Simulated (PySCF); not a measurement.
Ge(H)(OH) (GeH₂O), SMILES [OH][GeH] (connectivity only; charge and spin as stated), neutral, multiplicity 1.

Geometry: PBE0-D3(BJ)/def2-TZVP.

All values below come from PySCF with ωB97X/def2-TZVPD.

The total energy is -2153.48176 hartree, the point group is Cs and the highest occupied level is -9.27 eV. The lowest empty level is -0.30 eV, the orbital gap is 8.97 eV and the dipole moment comes out as 1.24 D. The quadrupole, principal values (traceless, Buckingham form, about the centre of nuclear charge) is -5.22, 2.38, 2.84 D·Å and the mean static polarisability comes out as 39.5 bohr³ (5.86 Å³). The polarisability, principal values is 33.2, 41.4, 44.0 bohr³.
